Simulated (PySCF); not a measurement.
MoF5, SMILES [F][Mo]([F])([F])([F])[F] (connectivity only; charge and spin as stated), neutral, multiplicity 2. The structure is a stationary point at PBE-D3(BJ)/def2-SVP. The multiplicity is an assumed one; no other spin state was optimised. The isomer is the one that the SMILES or the coordinates give; other isomers of the formula were not compared. The def2 effective core potentials stand for the cores of Mo; spin–orbit coupling is left out.

These are PBE-D3(BJ)/def2-SVP in PySCF 2.14.0 values and carry that method's errors.

Harmonic wavenumbers (cm⁻¹): 87, 103, 191, 196, 207, 224, 282, 626, 662, 694, 704, 757. Rotational constants (GHz): 2.664, 2.302, 2.107; symmetry number 2.

Task: Work out the zero-point energy and the ideal-gas rigid-rotor harmonic-oscillator thermochemistry at 298.15 K and 1 atm.

Result: ZPE = ½ Σ hcν = ½ × 4733 cm⁻¹ = 6.77 kcal/mol. H − E(el) = 12.11 kcal/mol. Entropy in cal/(mol K): translation 41.65, rotation 26.23, vibration 18.66, spin 1.38, total 87.91. G − E(el) = -14.10 kcal/mol. Cp = 25.16 cal/(mol K). Modes under 150 cm⁻¹ make the vibrational entropy uncertain.
